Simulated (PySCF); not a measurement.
## How methods differ on the excitation energy of Mg

Mg [Ne] 3s2 (1S) → Mg [Ne] 3s1 4s1, s spin flipped, as a difference of total energies. Calculation: PySCF 2.14, in dyall-av3z (20s13p6d4f, 117 functions); the non-relativistic Hamiltonian (point nucleus). Correlated levels: valence: [Ne] frozen; virtual orbitals above 40 to 60 times the deepest correlated orbital energy dropped. The calculations carry no spin-orbit coupling.

| method | excitation energy (eV) |
| --- | --- |
| UHF | 0.000 |
| LDA | 0.000 |
| PBE | 0.000 |
| PBE0 | 0.000 |
| r2SCAN | 0.000 |
| wB97X-V | 0.000 |
| PW91 | 0.000 |
| wB97M-V | 0.000 |
| MP2 (valence) | 0.000 |
| SCS-MP2 (valence) | 0.000 |

The upper determinant mixes two multiplicities, so it lies between the two terms.

The promoted electron is Rydberg-like, and one or two diffuse shells describe it only roughly, which tends to raise the upper state.
